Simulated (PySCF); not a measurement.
## C3H8N2OSi: core ionisation energies

C₃H₈N₂OSi.
Geometry (PBE0-D3(BJ)/def2-SVP, Å), atoms numbered from 1 in this order:
```xyz
15
C3H8N2OSi angstrom
C     -2.6809    0.2637    0.2067
C     -1.4781   -0.6061   -0.0592
O     -1.5586   -1.7876   -0.3460
N     -0.2551   -0.0058    0.0139
Si     1.1849   -0.9559   -0.3020
C      2.5296    0.3651   -0.0459
N      2.1428    1.5352    0.2789
H     -2.8037    0.9903   -0.6116
H     -2.5622    0.8316    1.1415
H     -3.5757   -0.3662    0.2639
H     -0.1418    0.9753    0.2596
H      1.2582   -1.4797   -1.6954
H      1.3868   -2.0721    0.6644
H      3.6031    0.1139   -0.1769
H      2.9330    2.1801    0.3981
```

Theory: PySCF, delta-SCF UKS SCAN, pcX-2 on the ionised atom, pcseg-1 elsewhere, spin-free X2C. Vertical ΔSCF values, vacuum level as zero.

Question: List the computed XPS lines with their assignment.

Answer: 
| atom(s) | environment | level | binding energy (eV) | 2p1/2 (eV) | above the level's lowest (eV) | count |
| --- | --- | --- | --- | --- | --- | --- |
| Si5 | SiH2 silicon | Si 1s | 1846.98 | – | 0.00 | 1 |
| O3 | amide oxygen | O 1s | 536.83 | – | 0.00 | 1 |
| N4 | amide nitrogen | N 1s | 404.98 | – | 0.00 | 1 |
| C2 | amide carbonyl carbon | C 1s | 293.65 | – | +2.61 | 1 |
| C1 | methyl carbon next to a carbonyl | C 1s | 291.04 | – | 0.00 | 1 |
| Si5 | SiH2 silicon | Si 2p3/2 | 107.13 | 107.75 | 0.00 | 1 |

Lowest listed C 1s: C1, bonded to C and 3 H. Highest, 2.61 eV above it: C2, bonded to O (double bond), N and C. Summing the Pauling electronegativity differences to the bonded atoms, each weighted by its formal bond order, gives -1.05 for the lowest site and +2.27 for the highest.

Question: Which photon wavelength matches the N 1s of N4 threshold?

Answer: λ = hc/E = 12398.42 eV Å / 404.98 eV = 30.615 Å.

The list is incomplete; no value stands for C 1s of C6 or N 1s of N7. The 2p values aren't plain energy differences: one relaxed spin-free 2p hole is combined with a matrix within the shell (ground-state 2p orbital-energy differences and spin–orbit coupling). 2p3/2, the mean of its two sublevels, lies a third of the splitting below the shell's mean and 2p1/2 two thirds above it; the statistical areas are 2:1. 2p1/2 minus 2p3/2 (ligand field included): Si 0.62 eV. The structure is a single PBE0-D3(BJ)/def2-SVP conformer in the gas phase; no vibrational or solvent corrections.
